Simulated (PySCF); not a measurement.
A structure optimised at PBE0-D3(BJ)/def2-SVP, used in a PySCF frequency run:

```
Al
F 1 1.6629
Se 1 2.3013 2 116.57
H 3 1.4719 1 91.82 2 180.00
Se 1 2.3013 2 116.57 3 180.00
H 5 1.4719 1 91.82 2 180.00
```
Charge 0, spin multiplicity 1.

Question: Write its SMILES, formula and point group.

Answer: [F][Al]([SeH])[SeH], AlFH2Se2, C2v

Question: What are its rotational constants (standard atomic weights)?

Answer: 3.5672, 0.75058, 0.62010 GHz
